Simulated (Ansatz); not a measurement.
Geometry optimisation, RKS PBE0-D4/6-31G* in Ansatz 0.2.0.

The input (input.yaml):

```yaml
crystal:
  periodic: [false, false, false]
  atoms:
    - { symbol: C, position_ang: [0.0431, -2.2627, 0.3597] }
    - { symbol: C, position_ang: [-0.4198, -0.9543, 0.4908] }
    - { symbol: C, position_ang: [0.1131, 0.2686, -0.1903] }
    - { symbol: Si, position_ang: [1.695, 0.1192, -1.3977] }
    - { symbol: "N", position_ang: [-0.2601, 1.4736, -0.0441] }
    - { symbol: C, position_ang: [-1.3734, 1.794, 0.861] }
    - { symbol: H, position_ang: [0.8393, -2.5249, -0.2879] }
    - { symbol: H, position_ang: [-0.4679, -2.9942, 0.8901] }
    - { symbol: H, position_ang: [-1.245, -0.7541, 1.2068] }
    - { symbol: H, position_ang: [2.7969, -0.5059, -0.6889] }
    - { symbol: H, position_ang: [1.2575, -0.796, -2.5035] }
    - { symbol: H, position_ang: [2.0763, 1.4197, -1.9526] }
    - { symbol: H, position_ang: [-2.343, 1.3113, 0.5194] }
    - { symbol: H, position_ang: [-1.172, 1.5139, 1.9147] }
    - { symbol: H, position_ang: [-1.5618, 2.8412, 0.852] }
basis:
  gaussian: { orbitals: "6-31G*" }
hamiltonian:
  xc: pbe0
  dispersion: d4
relax:
  f_tol: 0.015
  max_steps: 40
output:
  orbitals: {}
```

Run as:

```bash
$ ansatz run input.yaml --threads 2 --pin off --max-ram 3072MiB --backend cpu --events-out ev --progress --plain --runs-dir out
```

Where does it end, and by what steps?

The forces met the threshold. After 7 steps the energy has fallen by 0.391 eV; H7 moved furthest, 0.13 Å.

```
step  energy less start (eV)  largest force component (eV/Å)  accepted
   0                  0.0000                           4.724       yes
   1                 -0.3064                           1.125       yes
   2                 -0.3109                           0.933       yes
   3                 -0.3423                           0.794       yes
   4                 -0.3850                           0.207       yes
   5                 -0.3891                           0.104       yes
   6                 -0.3905                           0.043       yes
   7                 -0.3907                           0.012       yes
```

```xyz
15
Properties=species:S:1:pos:R:3
C 0.025 -2.163 0.348
C -0.423 -0.915 0.512
C 0.156 0.255 -0.168
Si 1.619 0.066 -1.367
N -0.248 1.468 -0.039
C -1.362 1.770 0.842
H 0.861 -2.399 -0.308
H -0.430 -3.003 0.866
H -1.264 -0.745 1.182
H 2.797 -0.539 -0.679
H 1.261 -0.841 -2.498
H 1.980 1.404 -1.892
H -2.291 1.288 0.507
H -1.175 1.453 1.877
H -1.526 2.851 0.846
```

Whether the end is a true minimum wasn't checked by a vibrational analysis.

The run took 60 s on 2 threads of Arm Neoverse N1, with other jobs on the host, peak memory 0.27 GiB.
